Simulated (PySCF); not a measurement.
# Electrostatic potential from atomic charges

Species: `O=C1CCSC[C@@H]1C(F)(F)F`. Coordinates (GFN2-xTB, Å) and charges (e) from the PBE0/pcSseg-1 density (PySCF):

| atom | x | y | z | Mulliken | IAO | Hirshfeld | ESP-fitted |
| --- | --- | --- | --- | --- | --- | --- | --- |
| O1 | -0.085 | 1.135 | -1.843 | -0.3190 | -0.3776 | -0.2169 | -0.4212 |
| C2 | 0.235 | 0.796 | -0.739 | +0.2646 | +0.3859 | +0.1656 | +0.3812 |
| C3 | 1.667 | 0.738 | -0.263 | -0.1722 | -0.3195 | -0.0811 | +0.0247 |
| C4 | 2.068 | -0.699 | 0.066 | -0.3357 | -0.3398 | -0.0657 | -0.2391 |
| S5 | 1.092 | -1.343 | 1.455 | +0.0220 | +0.0856 | +0.0062 | -0.1815 |
| C6 | -0.531 | -1.142 | 0.674 | -0.2856 | -0.3482 | -0.0785 | -0.3708 |
| C7 | -0.778 | 0.328 | 0.312 | -0.4366 | -0.2210 | -0.0669 | +0.0605 |
| C8 | -2.208 | 0.493 | -0.197 | +0.8979 | +0.8120 | +0.2585 | +0.4574 |
| F9 | -2.497 | 1.759 | -0.504 | -0.2606 | -0.2728 | -0.0902 | -0.1766 |
| F10 | -3.095 | 0.123 | 0.747 | -0.2789 | -0.2917 | -0.0957 | -0.2036 |
| F11 | -2.471 | -0.258 | -1.269 | -0.2631 | -0.2738 | -0.0852 | -0.1642 |
| H12 | 1.782 | 1.358 | 0.628 | +0.1528 | +0.1608 | +0.0498 | +0.0337 |
| H13 | 2.310 | 1.127 | -1.055 | +0.1498 | +0.1655 | +0.0535 | +0.0327 |
| H14 | 1.922 | -1.355 | -0.793 | +0.1634 | +0.1524 | +0.0456 | +0.1352 |
| H15 | 3.110 | -0.744 | 0.378 | +0.1728 | +0.1701 | +0.0568 | +0.1739 |
| H16 | -0.578 | -1.770 | -0.217 | +0.1684 | +0.1583 | +0.0419 | +0.1670 |
| H17 | -1.270 | -1.486 | 1.398 | +0.1850 | +0.1774 | +0.0507 | +0.2216 |
| H18 | -0.682 | 0.948 | 1.210 | +0.1751 | +0.1763 | +0.0514 | +0.0691 |

Points outside the species (Å): A (0.9, -5.6, 0.2); B (-1.8, -0.9, 4.1); C (-2.5, 8.6, 2.0); D (4.7, 4.4, -4.1).

Task: Find the potential V = 14.3996 V·Å × Σ q/r of each set of charges at these points.

Result: In volts:

| point | nearest atom | distance (Å) | Mulliken | IAO | Hirshfeld | ESP-fitted |
| --- | --- | --- | --- | --- | --- | --- |
| A | H16 | 4.13 | +0.165 | +0.188 | +0.098 | +0.081 |
| B | H17 | 2.82 | +0.178 | +0.304 | +0.125 | +0.174 |
| C | F9 | 7.28 | -0.044 | -0.031 | -0.023 | -0.018 |
| D | H13 | 5.07 | +0.047 | +0.019 | -0.005 | +0.033 |

Task: How far are the other sets from the ESP-fitted one at these points?

Result: Root-mean-square difference: Hirshfeld 0.032 V, Mulliken 0.044 V, IAO 0.085 V. The ESP scheme is a least-squares fit of atom-centred charges to the potential on four shells outside the van der Waals surface, with the total charge fixed.

Task: What energy would a point charge of +2 e have at B in the field of the ESP charges, leaving out polarisation?

Result: +0.348 eV = +33.6 kJ/mol, a repulsion.

Geometry: GFN2-xTB, one conformer, isolated molecule.
